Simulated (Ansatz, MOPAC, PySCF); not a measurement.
Pair of molecules: CH2O (SMILES C=O) (first 4 atoms) with H2Se (SMILES [SeH2]); geometry from B3LYP-D3(BJ)/def2-TZVP, rigid monomers moved along the line of their centres of mass till O2···Se5 is 4.51 Å.
(charge 0, multiplicity 1):
```xyz
7

C      0.3537     0.0670    -0.3292
O      1.0838    -0.6681     0.2779
H      0.2041    -0.0338    -1.4210
H     -0.2039     0.8785     0.1737
Se     0.9024     1.0618     4.4412
H      0.4621    -0.3378     4.4219
H      0.2561     1.2972     5.7430
```

Interaction energies are E(AB) − E(A) − E(B) at the monomers' geometry in the complex; basis-set methods are counterpoise corrected. Rows marked so take none.

Cores are frozen in the correlated methods. Filled d and f shells under p-block atoms count as core. CBS: X⁻³ extrapolation of the correlation energy, Hartree–Fock from the larger set. Rows in 6-31G* carry no dispersion term and start afresh at each structure (6-31G* with six Cartesian d functions); the Pople sets are all-electron and without relativity. MP2/6-31G* freezes PySCF's default core, which leaves 3d correlated. The state that AM1, PM3 reach isn't checked.

Codes used: Ansatz (an electronic-structure program); MOPAC for AM1, PM3 (differences of heats of formation); PySCF for 6-31G* rows, the dispersion terms. Values without a source in brackets are computed.

| level | interaction energy (kcal/mol) |
|---|---|
| AM1 | -0.16 |
| PM3 | -0.25 |
| PBE/def2-TZVPPD | -0.61 |
| PBE-D4/def2-TZVPPD | [?] |
| PBE0-D3(BJ)/def2-TZVPPD | -0.88 |
| M06-2X/6-31G* (no counterpoise) | -0.87 |
| wB97X-V/def2-TZVPPD | -0.78 |
| MP2/6-31G* | -0.59 |
| MP2/CBS(aug-cc-pVDZ, aug-cc-pVTZ) + ΔCCSD(T)/aug-cc-pVDZ | -0.77 |

### Question
Some entries are withheld; supply them.

### Answer

- PBE-D4/def2-TZVPPD, interaction energy (kcal/mol): -0.92
